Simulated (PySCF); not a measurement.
## Electron correlation in N+ (nitrogen, charge +1)

[He] 2s2 2p1 3s1, high-spin 3P determinant (an excited configuration). Computed with PySCF 2.14 in aug-cc-pVQZ (6s5p4d3f2g, 80 functions), with no relativity, point nucleus. Frozen: 1s2; 4 electrons correlated.

```
  level  correlation energy (mhartree)
   CCSD                         -94.07
    (T)                          -3.16
CCSD(T)                         -97.23
```

Diagnostics: T1 = 0.012, D1 = 0.0296, largest double amplitude 0.125.

Q: Is a single reference adequate?

A: Mostly. T1 lies below 0.03, but a double amplitude of this size points to a near-degeneracy that CCSD handles and MP2 describes poorly.
